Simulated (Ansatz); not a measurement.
Consider the ligand exchange at a B–F bond: `FB([SiH3])[SeH]` + HCl → `[SiH3]B(Cl)[SeH]` + H–F.

Calculated with Ansatz (gas phase, PBE0-D4/def2-TZVP geometries, no zero-point term in ΔE). CCSD(T)/CBS is the MP2 limit (def2-TZVPP, def2-QZVPP) plus CCSD(T) − MP2 in def2-TZVPP, frozen cores. This one scheme is used for every species. Functionals use def2-TZVPP. B3LYP here is the variant with VWN-RPA as its local correlation; programs differ in this. For Se outer-core shells are correlated without core-valence functions, which leaves a few kJ/mol of doubt a bond. Scalar relativity is left out up to krypton. One conformer a species, not always the lowest.

| level | ΔE (kJ/mol) | difference from CCSD(T)/CBS |
| --- | --- | --- |
| PBE-D4 | 33.1 | 2.9 |
| r2SCAN-D4 | 39.4 | 9.2 |
| B3LYP-D4 | 41.2 | 11.0 |
| ωB97X-V | 41.7 | 11.5 |
| ωB97M-V | 40.5 | 10.3 |
| B2PLYP | 42.0 | 11.8 |
| PBE | 37.9 | 7.7 |
| B3LYP | 49.3 | 19.1 |
| HF/def2-TZVPP | 55.9 | 25.7 |
| MP2/def2-TZVPP | 26.2 | -4.0 |
| SCS-MP2/def2-TZVPP | 34.1 | 3.9 |
| CCSD(T)/def2-TZVPP | 36.1 | 5.9 |
| HF/def2-QZVPP | 56.5 | 26.3 |
| MP2/def2-QZVPP | 23.0 | -7.2 |
| SCS-MP2/def2-QZVPP | 31.1 | 0.9 |
| CCSD/CBS(def2) | 33.9 | 3.7 |
| CCSD(T)/CBS | 30.2 | 0 |

Largest T1 diagnostic among the species: 0.013.

In def2-TZVPP, CCSD(T) changes the Hartree–Fock value by −19.9 kJ/mol (the triples alone add −3.7 kJ/mol) and MP2 by −29.7 kJ/mol. The D4 term adds −8.1 kJ/mol with B3LYP and −4.3 kJ/mol with PBE0; it sums over pairs of atoms, weighted by their polarisabilities, and B3LYP, whose exchange is more repulsive, gets the larger term.
